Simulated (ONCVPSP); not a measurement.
# Transferability test, ONCV potential for C (Z = 6)

ONCVPSP 4.0.1 input, shortened (lines: element, Z, core and valence counts, functional; n l f; lmax; l rc ep ncon nbas qcut; lloc lpopt rc5 dvloc0; l nproj debl; icmod fcfact rcfact), PBE, scalar-relativistic:

```
  C 6.00    1    2        4      upf
    1    0    2.00
    2    0    1.50
    2    1    2.50
    2
    0    1.05    0.00    4    7    6.00
    1    3.15    0.00    3    7    3.50
    2    2.80    0.22    5    8    3.00
    0    5    1.05    0.00
    0    0    1.70
    1    2    0.40
    2    2    1.20
    0    0.00    0.00
```

Energies are relative to the spin-unpolarised reference configuration 2s1.5 2p2.5; without spin polarisation the order of configurations can differ from experiment.

(1) Give the all-electron excitation energy and the error of the potential for: 2s2 2p2; 2s2 2p1; 2s2 2p0; 2s2 2p1.5.

Levels in the configuration 2s2 2p1.5:

```tsv
level	all-electron (eV)	pseudo (eV)
2s	-19.376	-18.973
2p	-10.720	-10.227
```

## Answers

(1)

```json
{"valence configuration": "2s2 2p2", "charge": "0", "ΔE all-electron (eV)": "-4.236", "error AE − PS (meV)": "-22"}
{"valence configuration": "2s2 2p1", "charge": "+1", "ΔE all-electron (eV)": "6.625", "error AE − PS (meV)": "+522"}
{"valence configuration": "2s2 2p0", "charge": "+2", "ΔE all-electron (eV)": "30.781", "error AE − PS (meV)": "+2803"}
{"valence configuration": "2s2 2p1.5", "charge": "+0.5", "ΔE all-electron (eV)": "-0.273", "error AE − PS (meV)": "+120"}
```
